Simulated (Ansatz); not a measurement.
Program: Ansatz. Geometries: PBE0-D4/def2-TZVP. ΔE: electronic, gas phase. CCSD(T)/CBS is the MP2 limit (def2-TZVPP, def2-QZVPP) plus CCSD(T) − MP2 in def2-TZVPP, frozen cores. This one scheme is used for every species. Functionals use def2-TZVPP. B3LYP here is the variant with VWN-RPA as its local correlation; programs differ in this. HSE06 is defined as in plane-wave codes. For Zn outer-core shells are correlated without core-valence functions, which leaves a few kJ/mol of doubt a bond. Scalar relativity is left out up to krypton. Each species was taken in one conformer, which may not be the lowest.

`[CH3][Zn][N](C)C` + `O[SiH3]` → `C[N](C)[Zn][O][SiH3]` + CH₄  (ligand exchange at a Zn–C bond)

```json
{"level": "LDA (SPW92)", "ΔE (kJ/mol)": "-60.3", "difference from CCSD(T)/CBS": "20.3"}
{"level": "PBE-D4", "ΔE (kJ/mol)": "-66.2", "difference from CCSD(T)/CBS": "14.4"}
{"level": "revPBE-D4", "ΔE (kJ/mol)": "-67.5", "difference from CCSD(T)/CBS": "13.1"}
{"level": "BLYP-D4", "ΔE (kJ/mol)": "-75.9", "difference from CCSD(T)/CBS": "4.7"}
{"level": "r2SCAN-D4", "ΔE (kJ/mol)": "-76.9", "difference from CCSD(T)/CBS": "3.7"}
{"level": "B97M-V", "ΔE (kJ/mol)": "-82.1", "difference from CCSD(T)/CBS": "-1.5"}
{"level": "PBE0-D4", "ΔE (kJ/mol)": "-71.3", "difference from CCSD(T)/CBS": "9.3"}
{"level": "B3LYP-D4", "ΔE (kJ/mol)": "-78.9", "difference from CCSD(T)/CBS": "1.7"}
{"level": "r2SCANh-D4", "ΔE (kJ/mol)": "-77.4", "difference from CCSD(T)/CBS": "3.2"}
{"level": "r2SCAN0-D4", "ΔE (kJ/mol)": "-78.3", "difference from CCSD(T)/CBS": "2.3"}
{"level": "HSE06-D4", "ΔE (kJ/mol)": "-71.3", "difference from CCSD(T)/CBS": "9.3"}
{"level": "BHLYP-D4", "ΔE (kJ/mol)": "-87.1", "difference from CCSD(T)/CBS": "-6.5"}
{"level": "CAM-B3LYP-D4", "ΔE (kJ/mol)": "-81.6", "difference from CCSD(T)/CBS": "-1.0"}
{"level": "ωB97X-V", "ΔE (kJ/mol)": "-79.8", "difference from CCSD(T)/CBS": "0.8"}
{"level": "ωB97M-V", "ΔE (kJ/mol)": "-73.9", "difference from CCSD(T)/CBS": "6.7"}
{"level": "B2PLYP", "ΔE (kJ/mol)": "-80.3", "difference from CCSD(T)/CBS": "0.3"}
{"level": "PBE-QIDH", "ΔE (kJ/mol)": "-77.7", "difference from CCSD(T)/CBS": "2.9"}
{"level": "PBE", "ΔE (kJ/mol)": "-64.8", "difference from CCSD(T)/CBS": "15.8"}
{"level": "revPBE", "ΔE (kJ/mol)": "-65.7", "difference from CCSD(T)/CBS": "14.9"}
{"level": "BLYP", "ΔE (kJ/mol)": "-73.4", "difference from CCSD(T)/CBS": "7.2"}
{"level": "r2SCAN", "ΔE (kJ/mol)": "-76.4", "difference from CCSD(T)/CBS": "4.2"}
{"level": "PBE0", "ΔE (kJ/mol)": "-69.8", "difference from CCSD(T)/CBS": "10.8"}
{"level": "B3LYP", "ΔE (kJ/mol)": "-76.6", "difference from CCSD(T)/CBS": "4.0"}
{"level": "r2SCANh", "ΔE (kJ/mol)": "-76.8", "difference from CCSD(T)/CBS": "3.8"}
{"level": "r2SCAN0", "ΔE (kJ/mol)": "-77.6", "difference from CCSD(T)/CBS": "3.0"}
{"level": "HSE06", "ΔE (kJ/mol)": "-69.9", "difference from CCSD(T)/CBS": "10.7"}
{"level": "BHLYP", "ΔE (kJ/mol)": "-84.4", "difference from CCSD(T)/CBS": "-3.8"}
{"level": "CAM-B3LYP", "ΔE (kJ/mol)": "-80.1", "difference from CCSD(T)/CBS": "0.5"}
{"level": "LC-ωPBE", "ΔE (kJ/mol)": "-76.5", "difference from CCSD(T)/CBS": "4.1"}
{"level": "RPA@PBE/def2-TZVPP", "ΔE (kJ/mol)": "-79.9", "difference from CCSD(T)/CBS": "0.7"}
{"level": "HF/def2-SVP", "ΔE (kJ/mol)": "-107.3", "difference from CCSD(T)/CBS": "-26.7"}
{"level": "CCSD/def2-SVP", "ΔE (kJ/mol)": "-98.9", "difference from CCSD(T)/CBS": "-18.3"}
{"level": "CCSD(T)/def2-SVP", "ΔE (kJ/mol)": "-97.1", "difference from CCSD(T)/CBS": "-16.5"}
{"level": "HF/def2-TZVPP", "ΔE (kJ/mol)": "-99.4", "difference from CCSD(T)/CBS": "-18.8"}
{"level": "MP2/def2-TZVPP", "ΔE (kJ/mol)": "-78.9", "difference from CCSD(T)/CBS": "1.7"}
{"level": "CCSD/def2-TZVPP", "ΔE (kJ/mol)": "-82.9", "difference from CCSD(T)/CBS": "-2.3"}
{"level": "HF/def2-QZVPP", "ΔE (kJ/mol)": "-102.7", "difference from CCSD(T)/CBS": "-22.1"}
{"level": "MP2/def2-QZVPP", "ΔE (kJ/mol)": "-80.1", "difference from CCSD(T)/CBS": "0.5"}
{"level": "SCS-MP2/def2-QZVPP", "ΔE (kJ/mol)": "-85.8", "difference from CCSD(T)/CBS": "-5.2"}
{"level": "MP2/CBS(def2)", "ΔE (kJ/mol)": "-79.0", "difference from CCSD(T)/CBS": "1.6"}
{"level": "CCSD(T)/CBS", "ΔE (kJ/mol)": "-80.6", "difference from CCSD(T)/CBS": "0"}
```

Largest T1 diagnostic among the species: 0.015.

At CCSD(T), def2-SVP lies −16.5 kJ/mol from the extrapolated value and def2-TZVPP +0.1 kJ/mol. From BLYP to BHLYP (50 % exact exchange), in def2-TZVPP and without D4, ΔE moves by −11.0 kJ/mol. In def2-TZVPP, CCSD(T) changes the Hartree–Fock value by +18.9 kJ/mol (the triples alone add +2.4 kJ/mol) and MP2 by +20.5 kJ/mol.
